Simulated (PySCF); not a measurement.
**Radial density of Tl²⁺ (thallium, charge +2)**

HSE06, [Xe] 4f14 5d10 6s1, 2S determinant. All numbers are calculated (PySCF 2.14, scalar relativity by spin-free X2C-1e, in x2c-TZVPPall with one added diffuse shell each of s, p, d, f type (12s8p7d4f, 99 functions)).

```
r (bohr)  4πr²ρ (e/bohr)  4πr²(ρα − ρβ)
  0.0130           112.4         0.0029
  0.0218           99.44        -0.0004
  0.0366           135.3         0.0112
  0.0616           143.5         0.0019
   0.104           123.9         0.0062
   0.174           124.6         0.0065
   0.293           84.84         0.0397
   0.493           65.80         0.0129
   0.830           24.89         0.0321
    1.40           11.35         0.2225
    2.35           1.806         0.5636
    3.95         0.07689         0.0588
    6.64       0.0003012         0.0003
```

Densities and radii are taken from the X2C orbitals without a picture-change correction, which distorts them close to the nucleus.

Spin-orbit coupling, which splits the p, d and f shells strongly at this Z, is absent.
